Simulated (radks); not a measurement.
Ho XII, configuration [Kr] 4d10 4f(5/2: 5, 7/2: 1) 5s2 5p(1/2: 2, 3/2: 0) (not the ground configuration).

Calculated with a radial shooting solver on a logarithmic mesh with Libxc functionals: Dirac Kohn-Sham, PBE, spin-unpolarised, spherical densities, finite nucleus; Fermi nuclear charge, rms radius 5.2022 fm.

Energy parts (hartree):
| part | energy |
|---|---|
| total | -12590.9256 |
| kinetic | 13857.3207 |
| electron-nucleus | -30644.0742 |
| Hartree | 4459.2543 |
| exchange-correlation | -263.4264 |

Orbitals (lengths in bohr, moments of r in powers of bohr; r(max) is where P^2 peaks):
| orbital | occ. | eigenvalue (hartree) | r(max) | <r> |
|---|---|---|---|---|
| 1s1/2 | 2 | -2044.926 | 0.01311 | 0.02074 |
| 2s1/2 | 2 | -348.7172 | 0.07480 | 0.08755 |
| 2p1/2 | 2 | -332.3132 | 0.05625 | 0.07291 |
| 2p3/2 | 4 | -300.8299 | 0.06237 | 0.08008 |
| 3s1/2 | 2 | -84.36959 | 0.2115 | 0.2294 |
| 3p1/2 | 2 | -77.18778 | 0.1990 | 0.2191 |
| 3p3/2 | 4 | -70.61163 | 0.2118 | 0.2326 |
| 3d3/2 | 4 | -58.28503 | 0.1676 | 0.2054 |
| 3d5/2 | 6 | -56.84953 | 0.1711 | 0.2096 |
| 4s1/2 | 2 | -23.08111 | 0.4821 | 0.5132 |
| 4p1/2 | 2 | -20.21006 | 0.4842 | 0.5211 |
| 4p3/2 | 4 | -18.68309 | 0.5106 | 0.5498 |
| 4d3/2 | 4 | -13.93034 | 0.5117 | 0.5708 |
| 4d5/2 | 6 | -13.64380 | 0.5200 | 0.5802 |
| 5s1/2 | 2 | -8.42851 | 1.041 | 1.094 |
| 4f5/2 | 5 | -7.82346 | 0.4898 | 0.6355 |
| 4f7/2 | 1 | -7.77191 | 0.4935 | 0.6404 |
| 5p1/2 | 2 | -7.44022 | 1.093 | 1.156 |
| 5p3/2 | 0 | -7.09700 | 1.145 | 1.207 |

The highest occupied level is 5p1/2 at -202.46 eV. Summed over all electrons, <r^2> = 16.02 bohr^2, which gives a Langevin (diamagnetic) susceptibility term of -12.7 x 10^-6 cm^3/mol.
